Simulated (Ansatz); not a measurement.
Input file for Ansatz (a program for electronic structure): R-r2SCAN/def2-TZVPP on C4H4N2 (SMILES N#CCCC#N), a point of a torsion scan.

Ansatz 0.2 input:
```yaml
crystal:
  periodic: [false, false, false]
  atoms:
    - {symbol: N, position_ang: [-2.29480888, 0.00186584, 1.26467674]}
    - {symbol: C, position_ang: [-1.51016625, 0.25211996, 0.47327882]}
    - {symbol: C, position_ang: [-0.50146309, 0.54423637, -0.51463480]}
    - {symbol: C, position_ang: [0.68266381, -0.42970172, -0.36990478]}
    - {symbol: C, position_ang: [1.69133106, -0.13751344, -1.35785180]}
    - {symbol: N, position_ang: [2.47582831, 0.11280038, -2.14938835]}
    - {symbol: H, position_ang: [-0.94727985, 0.45501998, -1.50990100]}
    - {symbol: H, position_ang: [-0.16361015, 1.57600577, -0.37837080]}
    - {symbol: H, position_ang: [1.12843797, -0.34059194, 0.62537878]}
    - {symbol: H, position_ang: [0.34486033, -1.46145233, -0.50633539]}
basis:
  gaussian:
    orbitals: def2-TZVPP
hamiltonian:
  xc: {name: r2SCAN}
scf: {lower_state_search: off}
```

It printed:

```
WARN ansatz: RAYON_NUM_THREADS=6 ignored (pool sized by the plan → 6); use --threads N
Functional definition: r2SCAN
these checks for a lower state are left out or cut short: stability, starts, cluster_reference, orbital_swaps, neighbouring_geometries, increment
integrals: 0.15 GiB planned
1266 factors; their error is unknown
mean field: 1.24 GiB planned
mean field evaluation 1: about -7180.1840 eV, gradient 7.0e1 eV
mean field evaluation 2: about -7170.9730 eV, gradient 9.3e1 eV
mean field evaluation 4: about -7190.4397 eV, gradient 4.5e0 eV
mean field evaluation 8: about -7190.4715 eV, gradient 6.7e-1 eV
mean field evaluation 16: about -7190.4720 eV, gradient 1.6e-5 eV
mean field -7190.47202929 eV, -264.2449731994 hartree, gradient 7.2e-6 eV, S^2 0.000000; 0 other end points of the search recorded, 0 dependent functions left out
reference -7190.47203978 eV, -264.2449735851 hartree; 21, 21 occupied and 221, 221 virtual orbitals, 1266 factors
Total energy: -7190.47203978 eV, -264.2449735851 hartree
Checks for a lower state left out: stability, starts, cluster_reference, orbital_swaps, neighbouring_geometries, increment
```

The run converged.

Cost: very roughly 5 core-seconds.
